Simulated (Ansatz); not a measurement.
One geometry of [ScF6]3- (ScF₆³⁻), several levels of theory.

```yaml
crystal:
  periodic: [false, false, false]
  atoms:
    - {symbol: Sc, position_ang: [-0.000001, -0.000006, -0.000002]}
    - {symbol: F, position_ang: [-0.017800, -0.009611, 2.082944]}
    - {symbol: F, position_ang: [0.017810, 0.009592, -2.082935]}
    - {symbol: F, position_ang: [2.082919, 0.005228, 0.018125]}
    - {symbol: F, position_ang: [-2.082939, -0.005235, -0.018134]}
    - {symbol: F, position_ang: [-0.005535, 2.083017, 0.009487]}
    - {symbol: F, position_ang: [0.005556, -2.082985, -0.009495]}
basis:
  gaussian: {orbitals: def2-SVPD, initial_orbitals: start.molden}
total_charge: -3
correlation: {method: ccsd_t}
scf: {omitted_lower_state_checks: [starts]}
output: {orbitals: {seedname: orbitals}}
```

The file start.molden holds the orbitals of an earlier run on this structure, at another level or in another basis.

```sh
$ ansatz run in.yaml --threads 4 --pin off --events-out ev --progress --plain --max-ram 4787MiB
```

Shortened log:

```
Functional definition: HF
1696 factors; integrals over basis functions are off by at most 2.2e-4 eV
mean field evaluation 1: about -36895.8253 eV, gradient 2.9e1 eV
mean field evaluation 2: about -36897.5791 eV, gradient 2.3e0 eV
mean field evaluation 4: about -36897.7786 eV, gradient 1.3e0 eV
mean field evaluation 8: about -36897.7812 eV, gradient 1.6e-4 eV
mean field -36897.78123591 eV, -1355.9684502052 hartree, gradient 1.8e-6 eV, S^2 0.000000; 0 other end points of the search recorded, 0 dependent functions left out
11 core orbitals not correlated: weight in the atoms' cores, before any rotation towards them, 1.000 or more for the frozen orbitals, at most 0.000 for the correlated occupied ones
reference -36897.78123591 eV, -1355.9684502052 hartree; 28, 28 occupied and 133, 133 virtual orbitals, 1696 factors
second order -41.02408174 eV of doubles, -0.00000000 eV of singles
cycle   1  -40.00248514 eV  change     1.0e0 eV  update   2.0e-1
cycle   2  -41.04212012 eV  change    -1.0e0 eV  update   6.8e-2
cycle   3  -41.27561562 eV  change   -2.3e-1 eV  update   3.4e-2
cycle   4  -41.28109793 eV  change   -5.5e-3 eV  update   9.0e-3
cycle   5  -41.26217588 eV  change    1.9e-2 eV  update   4.1e-3
cycle   6  -41.26009878 eV  change    2.1e-3 eV  update   1.6e-3
cycle   7  -41.26159473 eV  change   -1.5e-3 eV  update   7.5e-4
cycle   8  -41.26170074 eV  change   -1.1e-4 eV  update   2.4e-4
cycle   9  -41.26154614 eV  change    1.5e-4 eV  update   8.1e-5
cycle  10  -41.26160627 eV  change   -6.0e-5 eV  update   3.4e-5
perturbative correction -0.99647323 eV, -0.0366197159 hartree
Total energy: -36940.03931541 eV, -1357.5214059835 hartree
Checks for a lower state left out: starts
```

Hardware: 4 threads of Intel Xeon on a shared host. Wall time 94 s, peak host memory 2.4 GiB.

As the first input, with `hamiltonian: {xc: {text: "exchange = 0.85*pbe_x + 0.15*exact_x\ncorrelation = pbe_c"}}` and without the key `correlation` (abridged; 2.7 s):

```
Functional definition: unnamed
mean field -36970.73325997 eV, -1358.6493876409 hartree, gradient 4.3e-5 eV, S^2 0.000000
Total energy: -36970.73330400 eV, -1358.6493892588 hartree
Checks for a lower state left out: starts
```

First input, but with `gaussian: {orbitals: def2-TZVPD, initial_orbitals: start.molden}`, `hamiltonian: {xc: pbe, dispersion: d4}` and without the key `correlation` (abridged; 2.9 s):

```
Functional definition: PBE
mean field -36991.77516430 eV, -1359.4226633623 hartree, gradient 5.5e-5 eV, S^2 0.000000
Total energy: -36991.95868446 eV, -1359.4294076036 hartree
Checks for a lower state left out: starts
```

First input, but with `gaussian: {orbitals: STO-3G}`, `hamiltonian: {xc: hf}` and without the key `correlation` (abridged; 0.4 s):

```
Functional definition: HF
mean field -36461.66978335 eV, -1339.9416499308 hartree, gradient 3.1e-5 eV, S^2 0.000000
Total energy: -36461.66978335 eV, -1339.9416499308 hartree
Checks for a lower state left out: starts
```

First input, but with `hamiltonian: {xc: {text: "exchange = 0.90*pbe_x + 0.10*exact_x\ncorrelation = pbe_c"}}` and without the key `correlation` (abridged; 2.7 s):

```
Functional definition: unnamed
mean field -36970.70606148 eV, -1358.6483881149 hartree, gradient 4.4e-6 eV, S^2 0.000000
Total energy: -36970.70611055 eV, -1358.6483899181 hartree
Checks for a lower state left out: starts
```

The first input with `hamiltonian: {xc: pbe, dispersion: d4}` and without the key `correlation` (abridged; 2 s):

```
Functional definition: PBE
mean field -36970.72529660 eV, -1358.6490949923 hartree, gradient 1.2e-5 eV, S^2 0.000000
Total energy: -36970.90881644 eV, -1358.6558392222 hartree
Checks for a lower state left out: starts
```

As the first input, with `gaussian: {orbitals: def2-TZVPD, initial_orbitals: start.molden}`, `hamiltonian: {xc: pbe0, dispersion: d4}`, `output: {forces: true, orbitals: {seedname: orbitals}}` and without the key `correlation` (abridged; 8 s):

```
Functional definition: PBE0
mean field -36991.90184374 eV, -1359.4273187459 hartree, gradient 1.4e-5 eV, S^2 0.000000
Total energy: -36992.05802259 eV, -1359.4330582126 hartree
Atom 0 force    -0.000006     0.000176     0.000036 eV/Å
Atom 1 force    -0.000880    -0.000130     0.049767 eV/Å
Atom 2 force     0.000842     0.000148    -0.049829 eV/Å
Atom 3 force     0.049969     0.000466     0.000008 eV/Å
Atom 4 force    -0.049878    -0.000458     0.000006 eV/Å
Atom 5 force     0.000178     0.049742     0.000328 eV/Å
Atom 6 force    -0.000225    -0.049944    -0.000316 eV/Å
Dipole moment:     0.000009    -0.000049    -0.000012 e Å
Checks for a lower state left out: starts
```

Geometry: r2SCAN-D4/def2-SVPD.

Correlated methods freeze 11 core orbitals; core or outer-core shells of Sc are correlated, in sets that lack core-valence functions. A multiply charged anion in the gas phase is held together partly by the finite basis. Removing one electron lowers the energy by 2.92 eV at PBE0-D4/def2-TZVPD, so it isn't bound. At PBE with 15 % exact exchange/def2-SVPD, PBE-D4/def2-TZVPD, HF/STO-3G, PBE with 10 % exact exchange/def2-SVPD and others the highest occupied level of the charge -3 singlet lies above zero (up to 8.86 eV). By energy differences it is unbound by 2.92 eV (vertical, against the charge -2 doublet, at PBE0-D4/def2-TZVPD) and held by the finite basis.
